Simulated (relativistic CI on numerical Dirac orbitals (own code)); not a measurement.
# d8 in a ligand field

Computed with a parametric ligand-field model of a d^n configuration (Racah B and C, spin-orbit zeta, crystal field), exact diagonalisation.

Field parameters in Wybourne normalisation: Oh B⁴₀ = 21Dq, B⁴₄ = √(5/14) B⁴₀; Td as Oh with Dq negative (B⁴₀ = 21Dq, B⁴₄ = √(5/14) B⁴₀). The field is a parameter set, without covalency.

Question: Lowest levels for B = 650, C = 2390, ζ = 800 cm⁻¹, Td, 10Dq = -2600 cm⁻¹?

Answer: A1 0 (S 1.00), T1 385 (S 1.00), E 944 (S 1.00), T2 1456 (S 1.00), T2 3315 (S 0.99), T1 3408 (S 1.00), A2 3802 (S 1.00), E 3865 (S 0.99), T2 6256 (S 0.97) cm⁻¹, with S from ⟨S²⟩ = S(S + 1). The ground level has 3.86 electrons in the cubic e pair.

Question: Lowest levels for B = 900, C = 3570, ζ = 210 cm⁻¹, Td, 10Dq = -3400 cm⁻¹?

Answer: A1 0 (S 1.00), T1 142 (S 1.00), E 418 (S 1.00), T2 451 (S 1.00), T1 3112 (S 1.00), E 3140 (S 1.00), T2 3185 (S 1.00), A2 3256 (S 1.00), T2 6572 (S 1.00) cm⁻¹, with S from ⟨S²⟩ = S(S + 1). The ground level has 3.86 electrons in the cubic e pair.

Question: Lowest levels for B = 520, C = 2090, ζ = 730 cm⁻¹, Oh, 10Dq = 35100 cm⁻¹?

Answer: T2 0 (S 1.00), E 8282 (S 0.00), A1 15876 (S 0.00), E 34886 (S 1.00), T1 34905 (S 1.00), T2 35289 (S 1.00), A2 35507 (S 1.00), T2 40922 (S 0.99), E 41027 (S 1.00) cm⁻¹, with S from ⟨S²⟩ = S(S + 1). The ground level has 2.00 electrons in the cubic e pair.

Question: Lowest levels for B = 440, C = 2170, ζ = 3000 cm⁻¹, Oh, 10Dq = 20100 cm⁻¹?

Answer: T2 0 (S 0.99), E 7293 (S 0.15), A1 13890 (S 0.21), E 18961 (S 0.98), T1 19177 (S 0.97), T2 20915 (S 0.94), A2 22711 (S 1.00), T2 25821 (S 0.93), T1 26508 (S 0.98) cm⁻¹, with S from ⟨S²⟩ = S(S + 1). The ground level has 2.05 electrons in the cubic e pair.

Question: Lowest levels for B = 330, C = 1690, ζ = 1750 cm⁻¹, Td, 10Dq = -10900 cm⁻¹?

Answer: A1 0 (S 0.99), T1 1084 (S 1.00), E 2430 (S 0.95), T2 2913 (S 0.96), T2 7064 (S 0.32), E 7804 (S 0.23), T1 12397 (S 0.99), E 12655 (S 0.99), A2 13616 (S 1.00) cm⁻¹, with S from ⟨S²⟩ = S(S + 1). The ground level has 3.96 electrons in the cubic e pair.
